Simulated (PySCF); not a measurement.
## CaIn⁺: energy against distance

Set-up: basis Ca def2-SVP, In def2-SVP with ECP28; scalar-relativistic core potentials; PySCF 2.14. Energies in eV from Ca + In⁺ in their ground configurations at the same level. All curves are PBE0. state 1: ¹Σ⁺ (singlet), closed shell; state 2: triplet, unpaired electrons σ ↑, π ↑, a second solution, started from another occupation; state 3: ³Σ⁺ (triplet), unpaired electrons σ ↑↑, a second solution, started from another occupation; state 4: Ms = 0 determinant of mixed spin (⟨S²⟩ near 1.0), unpaired electrons σ ↑, π ↓, a second solution, started from another occupation.

```csv
R (Å),state 1,state 2,state 3,state 4
3.142,-1.037,-0.4937,-0.2222,-0.2368
3.289,-1.177,-0.4742,-0.3433,-0.2196
3.435,-1.254,-0.4238,-0.4159,-0.1753
3.544,-1.281,-0.3745,-0.4475,-0.1332
3.654,-1.288,-0.3202,-0.4648,-0.0879
3.764,-1.280,-0.2639,-0.4713,-0.0424
3.910,-1.251,-0.1896,-0.4673,0.0159
4.093,-1.197,-0.1028,-0.4482,0.0817
4.312,-1.115,-0.0128,-0.4117,0.1482
4.604,-0.996,0.0802,-0.3491,0.2160
```

**Question.** Put a parabola through the three lowest points of the state 1 curve and estimate Re, k and ωe (reduced mass 29.65 u; 1 eV/Å² = 0.16022 mdyn/Å; ωe = 1302.8·√(k/μ) cm⁻¹).

**Answer.** Through R = 3.544, 3.654, 3.764 Å the second-order coefficient is 0.620 eV/Å², so Re ≈ 3.650 Å, k ≈ 0.199 mdyn/Å and ωe ≈ 107 cm⁻¹. A polynomial fit of higher order to the unrounded PBE0 energies gives Re = 3.645 Å, k = 0.207 mdyn/Å, ωe = 109 cm⁻¹; anharmonicity and rounding make the difference.

The higher-order fit for each curve: state 1: Re = 3.645 Å, ωe = 109 cm⁻¹, De = 1.29 eV; state 3: Re = 3.790 Å, ωe = 76.7 cm⁻¹, minimum 0.471 eV below the ground-state fragments. State 2 gave no clean fit. State 4 gave no clean fit.

Closed-shell solutions of metal pairs were not tested for spin polarisation, which can lower them a little. Spin–orbit coupling is left out. For an ion De counts to the pair picked by the measured ionisation energies or electron affinities, which need not be the lowest pair at this level.
